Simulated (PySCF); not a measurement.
Compound: BGe2H8N.
Geometry (PBE0-D3(BJ)/def2-SVP, Å), atoms numbered from 1 in this order:
```xyz
12
BGe2H8N angstrom
B     -0.5978    1.6633   -0.6367
N     -0.3293    0.3437   -0.2443
Ge    -1.6914   -0.8979    0.0403
Ge     1.4509   -0.1722   -0.0075
H      0.3257    2.4359   -0.8115
H     -1.7397    2.0392   -0.8029
H     -1.5979   -1.4082    1.4909
H     -1.4868   -2.0833   -0.9223
H     -3.0265   -0.1899   -0.2187
H      2.2045   -0.0190   -1.3377
H      2.0901    0.6992    1.0843
H      1.4291   -1.6497    0.4295
```

The calculation used core-valence-separated Tamm–Dancoff BHandHLYP/aug-pcX-1 (pcseg-1 on H, def2-SVPD on Ge) in PySCF, non-relativistic, gas phase, PBE0-D3(BJ)/def2-SVP geometry. The energies are unshifted.

The lowest roots of each edge with f over 0.003 (five at most, numbered afresh; weaker and dark ones are left out), with transition dipoles (au) in the frame of the coordinates:

```csv
root,edge,E (eV),μx,μy,μz
1,N,398.20,0.0026,-0.0147,-0.0515
2,N,398.97,0.0106,-0.0323,0.0097
3,N,399.72,0.0648,0.0155,-0.0011
4,N,401.39,-0.0007,-0.0068,-0.0268
5,B,186.71,0.0064,-0.0362,-0.1262
6,B,190.36,0.0030,-0.0373,0.0109
7,B,191.19,-0.0595,-0.0224,0.0036
8,B,191.36,0.0329,-0.0169,0.0073
9,B,191.55,0.0025,-0.0133,-0.0448
```

Task: What are the oscillator strengths?

Result: f = (2/3) ΔE |μ|², with ΔE in hartree (27.2114 eV):

```csv
root,ΔE (Eh),|μ|² (au),f,core hole on
1,14.6336,0.002875,0.028,N2
2,14.6618,0.001250,0.012,N2
3,14.6895,0.004440,0.043,N2
4,14.7507,0.000765,0.008,N2
5,6.8615,0.017278,0.079,B1
6,6.9957,0.001519,0.007,B1
7,7.0260,0.004055,0.019,B1
8,7.0322,0.001421,0.007,B1
9,7.0393,0.002190,0.010,B1
```

Task: Molecules are fixed in this frame and the field points along (1, 0, −1)/√2. What effective strengths 3 f cos²θ do the roots have (θ between field and μ)?

Result: root 1 (N2): 0.043, root 2 (N2): 0.000, root 3 (N2): 0.064, root 4 (N2): 0.010, root 5 (B1): 0.121, root 6 (B1): 0.000, root 7 (B1): 0.028, root 8 (B1): 0.005, root 9 (B1): 0.016. Root 5 is the strongest. Averaged over all orientations cos²θ is 1/3, which gives f back.

 Relativistic effects, spin–orbit coupling among them, are left out although an element past zinc is present.

Rough CPU time on one thread of a shared machine: about 26 s.
